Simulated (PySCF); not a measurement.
Species: C2HBF2.
Cartesian coordinates in Å at the GFN2-xTB level; atoms count from 1:
```
atom  x, y, z in Å
C1     1.619   -0.092    0.017
C2     0.418   -0.026    0.004
B3    -1.096    0.062   -0.017
F4    -1.736    1.115   -0.479
F5    -1.870   -0.907    0.423
H6     2.669   -0.149    0.030
```

The closed-shell ground state was solved at several levels (PySCF, density fitting, gas phase, non-relativistic).

| level | basis functions | HOMO (eV) | LUMO (eV) | gap (eV) | dipole (D) |
| --- | --- | --- | --- | --- | --- |
| B3LYP/def2-SVPD | 114 | -8.79 | -1.85 | 6.94 | 2.18 |
| B3LYP/pcJ-1 | 145 | -8.73 | -1.76 | 6.97 | 2.16 |

Task: Estimate the row for PBE0/pcSseg-1, a basis of 90 functions; the other rows only guide the guess.

Result: HOMO -9.01 eV, LUMO -1.55 eV, gap 7.46 eV, dipole 2.17 D.

Task: Over all these levels, which gives the widest orbital gap and which the narrowest?

Result: PBE0/pcSseg-1 (global hybrid, 25 % exact exchange) has the widest, 7.46 eV, and B3LYP/def2-SVPD (global hybrid, 20 % exact exchange) the narrowest, 6.94 eV. Functional and basis both differ between the two, so the spread mixes both effects.

Task: How far do the dipole and the HOMO energy spread over the levels?

Result: The dipole runs from 2.16 to 2.18 D (mean 2.17 D) and the HOMO from -9.01 to -8.73 eV.
